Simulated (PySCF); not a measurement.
Structure from NMR data

The spectra below were simulated for a compound C$_{7}$H$_{13}$NOSi.

¹H NMR (600 MHz, computed): δ 6.87 (m, 1H), 6.39 (d, 1H), 5.35 (d, 2H), 1.53 (s, 9H).

¹³C{¹H} NMR (computed): δ 161.2, 123.8, 123.8, 74.7, 31.7 (3C).

[PySCF 2.14.0 with density-fitted response routines: structure optimised with GFN2-xTB; NMR shieldings at PBE0/pcSseg-1/GIAO; rapidly exchanging positions averaged; a single conformation; no relativistic terms; no solvent]

References, each an isolated molecule treated in the same way: ¹H (σref 31.72), ¹³C (σref 186.93) vs TMS.

Problem. What is the structure?

Solution. 
- The formula gives 3 degrees of unsaturation (no ring in the answer).
- 5 carbon signals for 7 carbons: some carbons are equivalent by symmetry or fast rotation.
- Carbon types of the structure: 2 × C, 2 × CH, 3 × CH3, leaving 2 H on heteroatoms.
- δC 161.2, 123.8: alkene CH; the olefinic region.
- δC 123.8: nitrile carbon; C≡N carbons fall here, among the sp2 signals but without a proton.
- δC 74.7: fully substituted sp3 carbon bonded to O; the inductive effect lowers its shielding.
- δC 31.7: methyl carbon; saturated and bonded to C and H only.
- δH 6.87, 6.39: hydrogen on an alkene CH; olefinic region.
- δH 5.35: hydrogen on a silicon bonded to C, O.
- δH 1.53: hydrogen on a methyl carbon.

The compound is SMILES CC(C)(C)O[SiH2]/C=C\C#N.

This is the structure that produced the data.

Shifts are as computed. Against solution values, carbons near 30 ppm lie about +3 ppm off and those near 130 ppm about +5 ppm. Of 1211 compounds with measured shifts, 218 miss one by over three times the rms of a fit or turn the order of signals round; such compounds aren't used in these exercises. No couplings were computed; multiplicities are counted from neighbouring protons, with m where these are inequivalent, close in shift, in a saturated or five-membered ring or joined by F or P, and br s for small geminal =CH2 splittings.
